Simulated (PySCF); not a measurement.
**Two-component Hartree-Fock for Te³⁺ (tellurium, charge +3)**

Start: [Kr] 4d10 5s2 5p1; 5p3/2 filled at m_j = +3/2. Calculated with PySCF 2.14 in x2c-TZVPall-2c with one added diffuse shell each of s, p, d, f type (9s10p6d3f, 90 functions): generalised Hartree-Fock with the X2C-1e Hamiltonian and a Gaussian nucleus; one run each with spin-orbit coupling (SO) switched off, then screened by Boettger's factors. This is a chosen level, not necessarily the ground level.

```json
{"spinor shell": "1s1/2", "electrons": "2", "ε, spin-free (eV)": "-32004.4", "ε, screened SO (eV)": "-32001.2", "weight of nominal j (screened SO)": "1.000", "rms radius, screened SO (bohr)": "0.0318"}
{"spinor shell": "2s1/2", "electrons": "2", "ε, spin-free (eV)": "-5031.8", "ε, screened SO (eV)": "-5031.0", "weight of nominal j (screened SO)": "1.000", "rms radius, screened SO (bohr)": "0.130"}
{"spinor shell": "2p1/2", "electrons": "2", "ε, spin-free (eV)": "-4513.1", "ε, screened SO (eV)": "-4704.0", "weight of nominal j (screened SO)": "1.000", "rms radius, screened SO (bohr)": "0.112"}
{"spinor shell": "2p3/2", "electrons": "4", "ε, spin-free (eV)": "-4513.1", "ε, screened SO (eV)": "-4426.9", "weight of nominal j (screened SO)": "1.000", "rms radius, screened SO (bohr)": "0.117"}
{"spinor shell": "3s1/2", "electrons": "2", "ε, spin-free (eV)": "-1068.0", "ε, screened SO (eV)": "-1067.9", "weight of nominal j (screened SO)": "1.000", "rms radius, screened SO (bohr)": "0.343"}
{"spinor shell": "3p1/2", "electrons": "2", "ε, spin-free (eV)": "-895.30", "ε, screened SO (eV)": "-931.98", "weight of nominal j (screened SO)": "1.000", "rms radius, screened SO (bohr)": "0.336"}
{"spinor shell": "3p3/2", "electrons": "4", "ε, spin-free (eV)": "-895.30", "ε, screened SO (eV)": "-878.75", "weight of nominal j (screened SO)": "1.000", "rms radius, screened SO (bohr)": "0.347"}
{"spinor shell": "3d3/2", "electrons": "4", "ε, spin-free (eV)": "-634.84", "ε, screened SO (eV)": "-641.34", "weight of nominal j (screened SO)": "1.000", "rms radius, screened SO (bohr)": "0.320"}
{"spinor shell": "3d5/2", "electrons": "6", "ε, spin-free (eV)": "-634.84", "ε, screened SO (eV)": "-630.44", "weight of nominal j (screened SO)": "1.000", "rms radius, screened SO (bohr)": "0.323"}
{"spinor shell": "4s1/2", "electrons": "2", "ε, spin-free (eV)": "-224.25", "ε, screened SO (eV)": "-224.30", "weight of nominal j (screened SO)": "1.000", "rms radius, screened SO (bohr)": "0.814"}
{"spinor shell": "4p1/2", "electrons": "2", "ε, spin-free (eV)": "-168.12", "ε, screened SO (eV)": "-175.16", "weight of nominal j (screened SO)": "1.000", "rms radius, screened SO (bohr)": "0.859"}
{"spinor shell": "4p3/2", "electrons": "4", "ε, spin-free (eV)": "-168.12", "ε, screened SO (eV)": "-165.06", "weight of nominal j (screened SO)": "1.000", "rms radius, screened SO (bohr)": "0.886"}
{"spinor shell": "4d3/2", "electrons": "4", "ε, spin-free (eV)": "-83.852", "ε, screened SO (eV)": "-84.864", "weight of nominal j (screened SO)": "0.993", "rms radius, screened SO (bohr)": "1.03"}
{"spinor shell": "4d5/2", "electrons": "6", "ε, spin-free (eV)": "-83.852", "ε, screened SO (eV)": "-83.303", "weight of nominal j (screened SO)": "0.995", "rms radius, screened SO (bohr)": "1.04"}
{"spinor shell": "5s1/2", "electrons": "2", "ε, spin-free (eV)": "-46.501", "ε, screened SO (eV)": "-46.543", "weight of nominal j (screened SO)": "1.000", "rms radius, screened SO (bohr)": "2.07"}
{"spinor shell": "5p3/2", "electrons": "1", "ε, spin-free (eV)": "-36.281", "ε, screened SO (eV)": "-35.913", "weight of nominal j (screened SO)": "1.000", "rms radius, screened SO (bohr)": "2.42"}
```

| quantity | spin-free | screened SO |
| --- | --- | --- |
| E (hartree) | -6788.01158 | -6789.88127 |
| M_J | 3/2 | 3/2 |
| ⟨J²⟩ | 3.757 | 3.757 |
| ⟨L²⟩ | 2.005 | 2.025 |
| ⟨S²⟩ | 0.752 | 0.772 |

Each row is a mean over spinors that exchange with the open shell spreads, by up to 2.590 eV (5s1/2).

Breit and QED terms are absent; they matter most for the inner s and p1/2 levels.

Densities and radii are taken from the X2C orbitals without a picture-change correction, which distorts them close to the nucleus.

Without spin-orbit coupling the j labels of p, d and f shells carry no meaning; the spin-free column gives the mean over the occupied spinors of each nl shell.
